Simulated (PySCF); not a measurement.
Ge(F)3(OH) (F₃GeHO), SMILES [OH][Ge]([F])([F])[F].

Geometry optimised at PBE0-D3(BJ)/def2-SVP. Other conformers were not sampled.

Calculation: TDDFT-ωB97X/def2-SVPD in PySCF.

Vertical excitations. Isolated molecule, no solvent. State labels are in the subgroup Cs.

| state | symmetry | energy (eV) | λ (nm) | f | main pairs |
|---|---|---|---|---|---|
| S1 | A" | 7.94 | 156 | 0.033 | HOMO→LUMO 92 % |
| S2 | A' | 9.05 | 137 | 0.120 | HOMO−1→LUMO 89 % |
| S3 | A" | 9.41 | 132 | 0.001 | HOMO−2→LUMO 86 % |
| S4 | A" | 9.71 | 128 | 0.048 | HOMO−4→LUMO 70 %, HOMO−6→LUMO 12 % |
| S5 | A' | 9.77 | 127 | 0.067 | HOMO−3→LUMO 76 % |
| S6 | A' | 10.10 | 123 | 0.065 | HOMO−5→LUMO 70 % |
| S7 | A" | 10.13 | 122 | 0.084 | HOMO−6→LUMO 69 % |
| S8 | A" | 10.25 | 121 | 0.003 | HOMO→LUMO+1 80 % |
| S9 | A' | 10.39 | 119 | 0.110 | HOMO−7→LUMO 70 % |
| S10 | A" | 11.04 | 112 | 0.004 | HOMO→LUMO+2 83 % |
| T1 | A" | 7.40 | 168 | 0 | HOMO→LUMO 89 % |
| T2 | A' | 8.19 | 151 | 0 | HOMO−1→LUMO 88 % |
| T3 | A" | 8.97 | 138 | 0 | HOMO−2→LUMO 81 % |
| T4 | A" | 9.16 | 135 | 0 | HOMO−4→LUMO 80 % |
Triplets are in the Tamm–Dancoff approximation, which puts them higher than full response would, so one can lie above its singlet here.
